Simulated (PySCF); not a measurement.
## Ionisation energy of W⁺ by level of theory

W⁺ [Xe] 4f14 5d4 6s1 (6D) → W²⁺ [Xe] 4f14 5d4 (5D), as a difference of total energies. Calculation: PySCF 2.14, in cc-pVTZ-PP with ECP60MDF; scalar relativity through the core potential. Correlated levels: valence: 5s2 5p6 frozen. The calculations carry no spin-orbit coupling.

| method | ionisation energy (eV) |
| --- | --- |
| UHF | 14.993 |
| TPSS | 16.095 |
| MN15 | 16.171 |
| MP2 (valence) | 15.487 |
| SCS-MP2 (valence) | 15.158 |

Question: How much does correlation contribute at MP2 (valence)?

Answer: 15.487 − (14.993) = 0.494 eV, measured against UHF.

The reference lies between the lowest fine-structure levels, while these numbers refer to the centres of the terms.

Errors of the correlated levels include the incompleteness of this basis and the frozen core.

For comparison: 16.37 ± 0.15 eV (semi-empirical (NIST evaluation); NIST Atomic Spectra Database, ionization energies).
